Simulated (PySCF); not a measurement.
CH4AlBrO.

```xyz
8

Al    -0.1062    -0.9480     0.0000
Br     0.0900     1.3176     0.0000
C      1.4550    -2.1031     0.0000
H      2.0858    -1.9161    -0.8859
H      1.1645    -3.1659     0.0000
H      2.0858    -1.9161     0.8859
O     -1.6680    -1.6306     0.0000
H     -2.4933    -1.1312     0.0000
```
Charge 0, spin multiplicity 1.

The structure is a stationary point at TPSSh-D3(BJ)/def2-SVP. The structure was generated by enumeration; whether it is a known compound was not checked. Other conformers were not sampled.

These are B3LYP/pcSseg-1 run with PySCF values and carry that method's errors. Non-relativistic, no solvent.

Task: Give the absolute GIAO shielding of each atom: isotropic value and principal components (ppm). (An estimate is asked for; the answer gives what the named calculation found.)

Result: 
| atom | σ(iso) | σ11 | σ22 | σ33 | span |
|---|---|---|---|---|---|
| Al1 | 379.1 | 336.9 | 344.5 | 455.8 | 118.9 |
| Br2 | 2635.6 | 2366.2 | 2548.8 | 2991.9 | 625.7 |
| C3 | 191.8 | 185.3 | 187.4 | 202.5 | 17.3 |
| H4 | 31.5 | 27.0 | 29.2 | 38.2 | 11.2 |
| H5 | 31.5 | 26.5 | 28.5 | 39.7 | 13.2 |
| H6 | 31.5 | 27.0 | 29.2 | 38.2 | 11.2 |
| O7 | 256.8 | 192.5 | 266.8 | 311.2 | 118.7 |
| H8 | 28.6 | 21.5 | 23.6 | 40.7 | 19.3 |
